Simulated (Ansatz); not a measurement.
One change: `[NH2][SnH2][F]` becomes `[NH2][SnH2][Br]`.

Ansatz, PBE0-D4/def2-TZVP geometries, multiplicity 1. Each molecule was computed in one conformer, which needn't be the lowest.

Elements past krypton have def2 core potentials. Scalar relativity is left out up to krypton.

```json
{"property": "size of the dipole moment (B3LYP/def2-TZVPP) / D", "`[NH2][SnH2][F]`": "1.94"}
{"property": "HOMO–LUMO gap (B3LYP/def2-TZVPP) / eV", "`[NH2][SnH2][F]`": "6.96"}
{"property": "HOMO energy (B3LYP/def2-TZVPP) / eV", "`[NH2][SnH2][F]`": "-7.61"}
{"property": "LUMO energy (B3LYP/def2-TZVPP) / eV", "`[NH2][SnH2][F]`": "-0.65"}
{"property": "LUMO energy (PBE/def2-TZVPP) / eV", "`[NH2][SnH2][F]`": "-1.23"}
{"property": "LUMO energy (ωB97M-V/def2-TZVPP) / eV", "`[NH2][SnH2][F]`": "1.27"}
```

Give the same properties after the change, and the shifts. (Estimate.)

The calculation gave: 
| property | `[NH2][SnH2][Br]` | shift |
| --- | --- | --- |
| size of the dipole moment (B3LYP/def2-TZVPP) / D | 3.42 | 1.48 |
| HOMO–LUMO gap (B3LYP/def2-TZVPP) / eV | 6.33 | -0.63 |
| HOMO energy (B3LYP/def2-TZVPP) / eV | -7.36 | 0.25 |
| LUMO energy (B3LYP/def2-TZVPP) / eV | -1.03 | -0.38 |
| LUMO energy (PBE/def2-TZVPP) / eV | -1.62 | -0.39 |
| LUMO energy (ωB97M-V/def2-TZVPP) / eV | 1.07 | -0.20 |

With PBE0 the HOMO rises by 0.25 eV and the LUMO falls by 0.41 eV, so the gap narrows by about 0.66 eV. PBE moves the HOMO by 0.20 eV and ωB97M-V by 0.32 eV. Dipoles are sizes alone; their direction can turn.

B3LYP here is the variant with VWN-RPA as its local correlation; programs differ in this.

Spin–orbit coupling is left out; it splits and shifts lone-pair levels of the heavy atoms by tenths of an eV.
